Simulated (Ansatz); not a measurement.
## A barrier at the coupled-cluster level

Start structure (Si2H5Br, closed shell), relaxed at PBE0-D4/def2-TZVP:

Si1  (-0.726, -0.278, -0.823)
Br2  (0.298, -1.975, -1.847)
H3  (-0.949, 0.786, -1.833)
H4  (-2.041, -0.772, -0.344)
Si5  (0.637, 0.445, 0.932)
H6  (-0.014, 1.579, 1.644)
H7  (0.850, -0.676, 1.884)
H8  (1.945, 0.892, 0.388)
(Å)

The step: Si₂H₅Br ([SiH3][SiH2][Br]) → Si₂H₄ ([SiH][SiH3]) + HBr (still joined by a long Si–Br bond); bonds formed: Br2–H3; bonds broken: Si1–H3; bonds weakened to dative contacts: Si1–Br2. Program: Ansatz 0.2.0. Basis: def2-TZVPP and def2-QZVPP. Cores are frozen in the correlated methods. Filled d shells of the heavier atoms are correlated. The def2 sets are not built for correlating such inner shells, so the correlated values are less sure here. Extrapolation: Hartree–Fock as exp(−7.88 √X), correlation as X^−2.97. Energies below are by CCSD(T) at an estimated basis limit (MP2 extrapolated from triple and quadruple zeta, plus CCSD(T) − MP2 in triple zeta).

What are the electronic barrier and the energy of the step, from the start structure to the end structure? (An estimate is asked for; the value comes from the calculation.)

The calculation gives: Barrier 299.1 kJ/mol; step energy 283.9 kJ/mol (uphill); reverse barrier, their difference, 15.2 kJ/mol. Barrier and step energy count from the start structure, the reverse barrier from the end structure.

The saddle point: One imaginary mode of 508i cm⁻¹.
| pair | start (Å) | saddle (Å) | end (Å) |
| --- | --- | --- | --- |
| Br2–H3 | 3.03 | 1.45 | 1.43 |
| Si1–Br2 | 2.23 | 2.79 | 2.62 |
| Si1–H3 | 1.48 | 2.35 | 3.18 |

Zero-point energy (harmonic, PBE0-D4): ZPE is 112.3 kJ/mol at the start and 100.5 kJ/mol at the saddle, so the barrier goes from 299.1 to 287.3 kJ/mol.

First-order rate constant out of the start structure at 298 K by transition-state theory, with harmonic vibrational free energies alone and no tunnelling: ΔA‡ = 284.3 kJ/mol, so k = (kB T/h) exp(−ΔA‡/kB T) ≈ 10^-37 s⁻¹ (an order of magnitude at best: rotation, the number of equivalent paths and anharmonicity are left out).

The T1 diagnostic stays at or below 0.012. The restricted Hartree–Fock reference is unstable towards an unrestricted one at one or more of these structures.

Losses and insertions of silylenes and their heavier kin drive the gas-phase chemistry of silicon and germanium vapour deposition.

Labels in which every atom is bracketed show which atoms are joined, not bond orders.

For scale, one of the runs: CCSD(T)/def2-TZVPP, 202 basis functions (an equivalent command: `ansatz run in.yaml --threads 4`). Hardware: 4 CPU threads, shared host. Wall time 50 s; peak host memory 2.3 GiB.
